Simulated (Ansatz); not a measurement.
Correlation energies of `[Cl][Sn]([I])([I])[I]` by basis set

Cartesian coordinates in Å:
```
Cl -0.222 -1.806 -1.475
Sn -0.003 -0.023 -0.019
I -1.628 1.910 -0.838
I -0.675 -0.859 2.410
I 2.528 0.779 -0.077
```

The species carries charge 0 and has multiplicity 1. Correlated methods include outer-core shells of I, Sn, which these sets cover unevenly. Sn, I: def2 effective core potential. The geometry is a stationary point of PBE0-D4/def2-TZVP. Frozen core, restricted reference, Ansatz 0.2.0.

```csv
basis,HF (Eh),MP2 corr.,CCSD corr.,(T),CCSD(T) total
def2-SVP,?,?,-0.61436,-0.01649,?
def2-TZVPP,-1563.04839,?,–,–,–
def2-QZVPP,-1563.06791,?,–,–,–
```

Fill in the withheld values. (Best estimate.)

The calculation gave: def2-SVP HF (Eh): -1562.84996; def2-SVP MP2 corr.: -0.58300; def2-SVP CCSD(T) total: -1563.48081; def2-TZVPP MP2 corr.: -1.98067; def2-QZVPP MP2 corr.: -2.73139.
